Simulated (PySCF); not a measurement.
# SiRe: one state, many levels of theory

State: ⁴Σ⁻ (quartet), unpaired electrons σ ↑, δ ↑↑. Set-up: PySCF, scalar-relativistic core potentials, basis sets Si def2-TZVPP, Re def2-TZVPP with ECP60. De refers to Si + Re (5d5 6s2) in their high-spin ground configurations, without counterpoise correction. The functionals are run spin-unrestricted. A positive dipole means Si(−)Re(+). Levels whose curve was spin-contaminated or gave no clean fit are not listed.

```
       Level  Re (Å)  ωe (cm⁻¹)  De (eV)  μ (D)
        ROHF   2.142        543      n/a   3.20
    ROHF-MP2   2.164        546      n/a    n/a
ROHF-SCS-MP2   2.166        543      n/a    n/a
   ROHF-CCSD   2.183        488     2.45    n/a
ROHF-CCSD(T)   2.205        465     3.06    n/a
         LDA   2.167        494     4.61   1.65
        BLYP   2.206        461     3.65   1.59
```

The bond length runs from 2.142 Å (ROHF) to 2.206 Å (BLYP). De spans 2.45 eV (ROHF-CCSD, coupled cluster) to 4.61 eV (LDA, local density).

Correlated steps freeze 5 core orbitals. The metal atom is held in its measured ground configuration; semilocal functionals can put another filling of s and d lower by some tenths of an eV, and De to that atom would be smaller. Spin–orbit coupling is left out, which matters for elements this heavy, above all for dissociation energies. The CCSD T1 diagnostic is raised, a sign that a single reference may not be enough here. UHF is strongly spin-contaminated for SiRe, so the ROHF reference used there is far from stable. With d or f electrons several states lie close, and the lowest PBE0 determinant need not be the measured ground state.

The whole job (state search and all levels along the bond) took about 16 min on 2 threads of Intel Xeon Platinum 8488C (shared host), peak memory 4.3 GiB.
